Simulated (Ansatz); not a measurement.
Reaction (SMILES): C[Si](C)(Cl)Cl [dichloro(dimethyl)silane] -> C[Si](C)Cl + Cl atom (the Cl-Si bond at the site shown breaks; other sites are not compared here)
Structures are relaxed separately at B3LYP-D3(BJ)/def2-TZVP in Ansatz (a program for electronic structure). Frequencies are from Ansatz.

Wanted: bond dissociation energy (enthalpy at 298 K, with B3LYP-D3(BJ) rigid-rotor harmonic-oscillator terms), in eV. Cores are frozen in the correlated levels unless marked. Open shells are spin-unrestricted. Spin-orbit coupling is left out. No relativistic terms. CBS marks a two-point X^-3 extrapolation of the correlation energy; Hartree-Fock from the larger set. The bracket is a focal-point correction in the basis named.

RI-MP2/CBS(cc-pV(T+d)Z,cc-pV(Q+d)Z)+[CCSD(T)-MP2]/cc-pV(T+d)Z (Ansatz) gives 5.07 eV.

**Question.** Another calculation gave 4.84 eV. Which level was it?
A) BLYP/def2-TZVPD (Ansatz)
B) PBE0/def2-TZVPD (Ansatz)
C) B3LYP/def2-TZVPD (Ansatz)
D) PBE-QIDH/def2-TZVPD (Ansatz)

**Answer.** B, PBE0/def2-TZVPD (Ansatz). The others give 5.00 (PBE-QIDH), 4.54 (BLYP), 4.66 (B3LYP) eV.
